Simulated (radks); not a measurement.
Task: The mean radii <r> (bohr) of the occupied orbitals of an atom or ion are listed with their occupations. All-electron calculation, Dirac Kohn-Sham, revPBE, spin-unpolarised, spherical densities, finite nucleus; Fermi nuclear charge, rms radius of each element as measured or else 0.836 A^(1/3) + 0.57 fm. Program: a radial shooting solver on a logarithmic mesh with Libxc functionals.

orbital  occ.     <r>
1s1/2       2  0.1035
2s1/2       2  0.5057
2p1/2       2  0.4638
2p3/2       3  0.4658
3s1/2       2   1.583
3p1/2       1   1.718
4p1/2       1   4.362

Name the element and its charge. Open shells, if any, fill j = l - 1/2 first.

Result: Z = 15, phosphorus, charge +2: P2+ in [He] 2s2 2p5 3s2 3p1 4p1. The 1s radius gives Z: for a bare nucleus <r> = (2 gamma + 1)/(2Z) with gamma = sqrt(1 - (Z/c)^2), 0.0996 bohr for Z = 15, and screening makes it slightly larger (0.1035 here). The occupations add up to 13, and the charge is Z minus that.
